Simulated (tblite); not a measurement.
Species: C₅H₆F₃O (doublet state).
Atom-mapped SMILES: `[F:1][C:2]([F:3])[C@@H:4]([F:5])[C@H:6]1[CH2:7][CH2:8][O:9]1` (hydrogens: H10 on C4; H11 on C6; H12, H13 on C7; H14, H15 on C8)

A start from a force field or distance geometry was refined with GFN2-xTB geometry optimisation, gas phase in tblite. Values at the start:

```csv
coordinate,start
F1–C2,1.354 Å
C2–C4,1.488 Å
C4–F5,1.370 Å
C4–C6,1.519 Å
C4–H10,1.109 Å
C6–C7,1.535 Å
C6–O9,1.458 Å
C6–H11,1.098 Å
C7–C8,1.528 Å
C7–H12,1.100 Å
C7–H13,1.079 Å
C8–O9,1.444 Å
C8–H14,1.093 Å
C8–H15,1.096 Å
F1–C2–F3,119.4°
F1–C2–C4,120.2°
C2–C4–F5,110.8°
C2–C4–C6,109.0°
F3–C2–C4,120.3°
C4–C6–C7,118.2°
C6–O9–C8,90.2°
C7–C6–O9,90.6°
F1–C2–C4–F5,135°
C4–C6–O9–C8,-135°
C6–C7–C8–O9,-14°
C7–C8–O9–C6,14°
```

Question: How do these coordinates change at the GFN2-xTB level?

Answer: 
| coordinate | GFN2-xTB (Å or °) | change |
| --- | --- | --- |
| C6–O9 | 1.417 | -0.041 |
| C4–C6 | 1.555 | +0.036 |
| C7–H12 | 1.087 | -0.013 |
| F1–C2 | 1.341 | -0.013 |
| C8–O9 | 1.431 | -0.013 |
| C4–H10 | 1.097 | -0.012 |
| C7–H13 | 1.086 | +0.007 |
| C7–C8 | 1.532 | +0.004 |
| C4–F5 | 1.374 | +0.004 |
| C8–H15 | 1.093 | -0.003 |
| C6–H11 | 1.095 | -0.003 |
| C6–C7 | 1.532 | -0.003 |
| C2–C4 | 1.487 | -0.001 |
| C8–H14 | 1.092 | -0.001 |
| F1–C2–F3 | 109.0 | -10.4 |
| F1–C2–C4 | 116.0 | -4.2 |
| C2–C4–C6 | 112.4 | +3.4 |
| C6–O9–C8 | 92.7 | +2.5 |
| C4–C6–C7 | 115.9 | -2.3 |
| F3–C2–C4 | 118.3 | -2.0 |
| C2–C4–F5 | 109.7 | -1.1 |
| C7–C6–O9 | 91.7 | +1.1 |
| F1–C2–C4–F5 | 153 | +18 |
| C4–C6–O9–C8 | -118 | +17 |
| C7–C8–O9–C6 | -1 | -15 |
| C6–C7–C8–O9 | 1 | +15 |

The energy falls by 0.315 eV over 82 L-BFGS steps, the largest force on an atom goes from 1.31 to 0.008 eV/Å, and the atoms move by 0.308 Å rms after alignment. The bond that changes most is C6–O9 (ends: carbon bonded to 2 C, O and H; oxygen bonded to 2 C), which shortens by 0.041 Å. Bonds longer at the end by more than 0.005 Å: 2 of 15; shorter: 6. Among the dihedrals that turn most is F3–C2–C4–F5, from -49° to -75°. Rotational constants go from 2592, 1084, 908.3 to 2440, 1214, 976.0 MHz.

The run took 0.39 s of wall time on Arm Neoverse V2, one thread, no GPU, shared host with 96 logical CPUs at a one-minute load of 59.

Its GFN2-xTB frequencies are all real (lowest 42 cm⁻¹). 3 starts were optimised and ended at 0.00, 0.99 and 1.90 kcal/mol (GFN2-xTB); the lowest of these is shown.

One conformer stands for the species.

The numbers are calculated, not measured.
